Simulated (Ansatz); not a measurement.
`[SiH3][CH]1[O][GeH2]1`. Charge 0, multiplicity 1. Correlated methods include outer-core shells of Ge, which these sets cover unevenly. Scalar relativity is left out up to krypton.

```xyz
10

Si   -0.176    0.162    1.551
C    -0.410   -0.566   -0.155
O     0.752   -1.205   -0.733
Ge    0.326    0.286   -1.693
H     0.045   -0.904    2.565
H     1.004    1.066    1.539
H    -1.393    0.936    1.919
H    -1.339   -1.113   -0.335
H    -0.178   -0.052   -3.093
H     1.369    1.391   -1.565
```

(1) Give the diagnostics of a CCSD(T)/def2-TZVPP run (frozen core, Ansatz). (Estimate.)

Results:

(1) Ansatz gave: T1 = 0.0145, largest single amplitude 0.034, largest double 0.056, (T) share of the correlation energy 4.0 %, 10 CCSD cycles. The RHF solution is stable towards an unrestricted one. T1 lies under the customary mark of 0.02 for closed shells.
